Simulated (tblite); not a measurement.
Input of a run (GFN2-xTB geometry optimisation, gas phase (tblite 0.8.0)), started from a force field or distance geometry:
```
{"job": {"kind": "relax", "xc": "GFN2-xTB", "basis": "xTB"}, "charge": 0, "multiplicity": 2}
C      2.351600     0.939500    -0.204500
Si     1.443400    -0.514400    -0.913900
C     -0.134400    -0.886300     0.010200
C     -1.162200     0.273900     0.027000
C     -2.426700    -0.138600     0.814800
S     -3.590200     1.279700     0.834700
H      3.292000     1.110800    -0.727700
H      2.571200     0.801400     0.862200
H      1.751900     1.851700    -0.298100
H      1.188400    -0.303100    -2.348200
H      2.336900    -1.709300    -0.817000
H     -0.611200    -1.766700    -0.451100
H      0.104100    -1.161800     1.046500
H     -0.695000     1.147700     0.498000
H     -1.422000     0.558800    -0.992700
H     -2.867600    -1.020100     0.342200
H     -2.137100    -0.451300     1.820400
```

Output (eV, eV/Å):
```
step      E/eV     max force
  0    -519.57859    1.481
  1    -519.65401    0.729
  2    -519.68097    0.410
  3    -519.69646    0.406
  4    -519.70658    0.264
  5    -519.71069    0.204
  6    -519.71253    0.128
  7    -519.71372    0.089
  8    -519.71470    0.074
  9    -519.71553    0.074
 10    -519.71619    0.080
 11    -519.71663    0.078
 12    -519.71688    0.044
 13    -519.71705    0.034
 14    -519.71719    0.030
 15    -519.71731    0.035
 16    -519.71740    0.025
 17    -519.71749    0.028
 18    -519.71760    0.037
 19    -519.71775    0.043
 20    -519.71792    0.039
 21    -519.71808    0.027
 22    -519.71823    0.028
 23    -519.71838    0.041
 24    -519.71853    0.042
 25    -519.71865    0.027
 26    -519.71873    0.022
 27    -519.71880    0.024
 28    -519.71888    0.032
 29    -519.71898    0.027
 30    -519.71905    0.017
 31    -519.71909    0.016
 32    -519.71912    0.022
 33    -519.71916    0.021
 34    -519.71921    0.016
 35    -519.71925    0.014
 36    -519.71928    0.014
 37    -519.71930    0.012
 38    -519.71932    0.010
```

**Question.** Summarise the run.

**Answer.** The energy falls by 3.2 kcal/mol over 38 L-BFGS steps, the largest force on an atom goes from 1.48 to 0.010 eV/Å, and the atoms move by 0.051 Å rms after alignment. The bond that changes most is Si2–C3 (ends: silicon bonded to 2 C and 2 H; carbon bonded to C, Si and 2 H), which lengthens by 0.046 Å. Bonds longer at the end by more than 0.005 Å: 2 of 16; shorter: 9. Among the angles that change most is S6–C5–H17, from 112.3° to 107.2°. The energy never rose by more than 1e-5 eV on the way. The first step brought 54 % of the lowering.

**Question.** What are the final bond lengths?

**Answer.** C1–Si2 1.898 Å, Si2–C3 1.912 Å, C3–C4 1.523 Å, C4–C5 1.527 Å, C5–S6 1.797 Å, C1–H7 1.086 Å, C1–H8 1.087 Å, C1–H9 1.087 Å, Si2–H10 1.468 Å, Si2–H11 1.468 Å, C3–H12 1.092 Å, C3–H13 1.092 Å, C4–H14 1.092 Å, C4–H15 1.092 Å, C5–H16 1.092 Å, C5–H17 1.092 Å. Numbering counts from 1 in the input's order; the species is `[S]CCC[SiH2]C` [radical].

Hardware: one thread of an Arm Neoverse V1, shared host with 32 logical CPUs at a one-minute load of 27. Cost: 0.27 s wall.

Its GFN2-xTB frequencies are all real (lowest 44 cm⁻¹). 3 starts were optimised and ended at 0.00, 0.03 and 0.23 kcal/mol (GFN2-xTB); the lowest of these is shown.

The values belong to the conformer `[CH3:1][SiH2:2][CH2:3][CH2:4][CH2:5][S:6]`: C1–Si2–C3–C4 59°, Si2–C3–C4–C5 178°, C3–C4–C5–S6 179°.

These are computed values.
